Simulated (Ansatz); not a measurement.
Input file for Ansatz (a program for electronic structure): R-wB97X-V/def2-TZVPP on H3NSSi (SMILES N[Si]S), a point of a torsion scan.

Ansatz 0.2 input:
```yaml
crystal:
  periodic: [false, false, false]
  atoms:
    - {symbol: N, position_ang: [-1.04180563, 0.00580682, 0.13369181]}
    - {symbol: Si, position_ang: [0.08725835, 0.54033923, 1.31478964]}
    - {symbol: S, position_ang: [-0.35661173, -0.90169638, 2.93225403]}
    - {symbol: H, position_ang: [-1.74907758, 0.63469592, -0.21116453]}
    - {symbol: H, position_ang: [-1.43993781, -0.92313596, 0.21837767]}
    - {symbol: H, position_ang: [0.64320286, -0.51485941, 3.70956765]}
basis:
  gaussian:
    orbitals: def2-TZVPP
hamiltonian:
  xc: {name: wB97X-V}
scf: {lower_state_search: off}
```

Program output:

```
WARN ansatz: RAYON_NUM_THREADS=1 ignored (pool sized by the plan → 1); use --threads N
Functional definition: wB97X-V
these checks for a lower state are left out or cut short: stability, starts, cluster_reference, orbital_swaps, neighbouring_geometries, increment
integrals: 0.09 GiB planned
914 factors; their error is unknown
integrals: 0.13 GiB planned
189 factors; integrals over basis functions are off by at most 1.3e-5 eV
mean field: 0.75 GiB planned
mean field evaluation 1: about -20245.6302 eV, gradient 4.9e1 eV
mean field evaluation 2: about -20245.3411 eV, gradient 5.0e1 eV
mean field evaluation 4: about -20250.2647 eV, gradient 1.5e0 eV
mean field evaluation 8: about -20250.2750 eV, gradient 3.9e-2 eV
mean field evaluation 16: about -20250.2864 eV, gradient 8.4e-5 eV
mean field -20250.28644581 eV, -744.1843007462 hartree, gradient 6.9e-6 eV, S^2 0.000000; 0 other end points of the search recorded, 0 dependent functions left out
reference -20250.28644420 eV, -744.1843006873 hartree; 20, 20 occupied and 137, 137 virtual orbitals, 914 factors
Total energy: -20250.28644420 eV, -744.1843006873 hartree
Checks for a lower state left out: stability, starts, cluster_reference, orbital_swaps, neighbouring_geometries, increment
```

The run converged.

Cost: roughly 3 core-seconds.
